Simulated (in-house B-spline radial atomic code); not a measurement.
Computed with a B-spline radial atomic code. Model: two electrons, singlet ground state, non-relativistic, full CI in B-splines with partial waves to l = 8 (at full coupling up to 3e-4 hartree above the limit, correlation up to 0.6 % small), density held at that of full coupling by Lieb maximisation.

Along the adiabatic connection the electron repulsion is scaled by a coupling λ while a local potential keeps the density fixed. At λ = 0 the system is the Kohn-Sham one and W equals the exchange energy; the exchange-correlation energy is the area under W between 0 and 1. The kinetic energy rises with λ as the electrons avoid each other, with dT/dλ = −λ dW/dλ.

Command:
```bash
python run_ac.py task.json out
```
Settings (lengths in bohr, energies in hartree):
```
potential              dot
strength               0.0801
lmax                   8
second                 0.3
```

Cost of the run: 24 s on 1 thread of Intel(R) Xeon(R) Processor @ 2.30GHz, on a shared host.

**W = mean repulsion less Hartree energy, and W of three functionals.**

Given: confinement charge in harmonic well; well frequency 0.0801 hartree; nuclear charge 0.3; external potential omega^2 r^2/2 - Z/r.

Computed: LDA exchange minus exact 32.859 millihartree; PBE exchange minus exact 8.9431 millihartree.

```
coupling  W xc (hartree)  W xc minus exchange (millihartree)  kinetic minus Kohn-Sham (millihartree)  LDA (PW92) W minus its exchange (millihartree)  PBE W minus its exchange (millihartree)  SCAN W minus its exchange (millihartree)
       0        -0.22418                                   0                                       0                                               0                                        0                                         0
    0.02        -0.22604                              -1.856                                    0.02                                           -8.44                                    -2.53                                     -1.83
    0.05               ?                                   ?                                       ?                                               ?                                        ?                                         ?
    0.12        -0.23426                             -10.073                                    0.58                                          -28.37                                   -13.42                                     -9.72
    0.25        -0.24281                             -18.631                                    2.14                                          -43.32                                   -24.18                                    -17.93
     0.4        -0.25053                             -26.347                                    4.62                                          -55.15                                   -33.63                                     -25.5
     0.6        -0.25836                             -34.178                                     8.5                                          -66.45                                   -43.21                                    -33.41
     0.8        -0.26431                             -40.125                                   12.64                                          -74.85                                   -50.58                                    -39.61
       1        -0.26898                             -44.802                                   16.83                                          -81.45                                   -56.49                                    -44.59
     1.4         -0.2759                             -51.715                                   25.04                                          -91.36                                   -65.52                                     -52.1
       2               ?                                   ?                                       ?                                               ?                                        ?                                         ?
       3        -0.28974                             -65.553                                   53.67                                         -112.43                                   -85.17                                    -67.08
     4.5        -0.29572                              -71.54                                    75.7                                         -122.41                                   -94.62                                    -73.02
       7        -0.30117                             -76.987                                   106.3                                         -132.13                                  -103.89                                    -77.76
```

**Question.** What belongs in the row 0.05?

**Answer.** W xc (hartree): -0.22868; W xc minus exchange (millihartree): -4.498; kinetic minus Kohn-Sham (millihartree): 0.11; LDA (PW92) W minus its exchange (millihartree): -16.12; PBE W minus its exchange (millihartree): -6.11; SCAN W minus its exchange (millihartree): -4.38.

**Question.** What belongs in the row 2?

**Answer.** W xc (hartree): -0.28276; W xc minus exchange (millihartree): -58.582; kinetic minus Kohn-Sham (millihartree): 36.56; LDA (PW92) W minus its exchange (millihartree): -101.54; PBE W minus its exchange (millihartree): -74.95; SCAN W minus its exchange (millihartree): -59.63.

**Question.** What is the SCAN exchange minus exact?

**Answer.** 1.0845 millihartree.

**Energy parts, natural occupations and partial-wave weights.**

Computed: total energy 0.2413 hartree; kinetic part of the DFT correlation energy 0.016831 hartree; initial slope twice GL2 -0.094664 hartree; kinetic part over minus potential part 0.37567; Hartree energy 0.44836 hartree; Kohn-Sham kinetic 0.11961 hartree; Lieb Oxford ratio E_xc over LDA exchange 1.3179.

```
natural  occupation of the shell (electrons)
      s                               1.8549
      p                              0.12266
      s                                    ?
      d                            0.0010111
      p                           0.00042329
      f                           0.00010642
```

**Question.** What belongs in the row s?

**Answer.** occupation of the shell (electrons): 0.020673.

```csv
wave,weight
s,0.93784
p,0.061551
d,0.0005312
f,?
g,1.2697e-05
```

**Question.** What belongs in the row f?

**Answer.** weight: 5.9287e-05.

**Question.** What is the exchange energy?

**Answer.** -0.22418 hartree.

**Question.** What is the correlation energy?

**Answer.** -0.027971 hartree.

Half-way to full coupling W has made 68 % of its drop, against 50 % for a straight line, and second-order (GL2) theory, half the initial slope, overshoots the correlation energy by about 69 %: correlation is strong. Over couplings 0 to 1 the errors in E_xc come to about +4.7 millihartree for LDA, +1.4 millihartree for PBE, +1.7 millihartree for SCAN. In LDA and PBE the errors of exchange and correlation have opposite signs, so the sum is smaller than the larger of the two.
